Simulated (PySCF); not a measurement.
**Assignment exercise: C4H3F3O2**

Bonds (- single, = double, # triple, : aromatic): C1=C2 1.327 Å, C2-C3 1.494 Å, C3=O4 1.199 Å, C3-O5 1.335 Å, C2-C6 1.512 Å, C6-F7 1.343 Å, C6-F8 1.338 Å, C6-F9 1.337 Å. C1 carries H10, H11; O5 carries H12. H11 is cis to C3; H10 is trans to C3.

PySCF 2.14.0 with density-fitted response routines calculation with geometry from GFN2-xTB and NMR shieldings at PBE0/pcSseg-1/GIAO; one conformer, one averaged value for each set of equivalent atoms, gas phase, non-relativistic.

Chemical shifts δ = σref − σ; ¹³C (186.93 ppm), ¹H (31.72 ppm) against TMS, all at this level.

**Question.** Assign these signals to the numbered atoms. ¹³C{¹H} NMR (computed): δ 164.9 (C), 141.6 (CH2), 139.1 (C), 130.5 (C).

**Answer.** 
164.9 → C3, carboxylic acid carbon: it is a carbonyl in resonance with an O or N lone pair, the region of acids, esters and amides
141.6 → C1, β carbon of a C=C–C=O unit: conjugation with the carbonyl draws π density from the β position
139.1 → C2, α carbon of a C=C–C=O unit: an sp2 carbon of a C=C bond
130.5 → C6, CF3 carbon: 3 electronegative neighbours deshield it

**Question.** Assign these signals to the numbered atoms. ¹H NMR (400 MHz, computed): δ 7.16 (m, 1H), 7.00 (m, 1H), 6.27 (br s, 1H).

**Answer.** 
| δ (ppm) | atoms | environment | reason |
| --- | --- | --- | --- |
| 7.16 | H11 | hydrogen on a β carbon of a C=C–C=O unit | attached to an sp2 carbon and in the plane of the double bond |
| 7.00 | H10 | hydrogen on a β carbon of a C=C–C=O unit | – |
| 6.27 | H12 | hydrogen on an acid hydroxyl oxygen | exchangeable, gas-phase position |

The OH or NH signal is concentration- and solvent-dependent in practice; the value given is the gas-phase one. Splittings by ¹⁹F in the carbon and heteronuclear signals aren't shown, as no couplings were computed. Shifts are as computed. Against solution values, carbons near 30 ppm lie about +3 ppm off and those near 130 ppm about +5 ppm. Of 1211 compounds with measured shifts, 218 miss one by over three times the rms of a fit or turn the order of signals round; such compounds aren't used in these exercises. The C=O carbon of an acid or of an amide with N–H lies up to 10 ppm further downfield in solution, through hydrogen bonding that the calculation lacks. No couplings were computed; multiplicities are counted from neighbouring protons, with m where these are inequivalent, close in shift, in a saturated or five-membered ring or joined by F or P, and br s for small geminal =CH2 splittings.
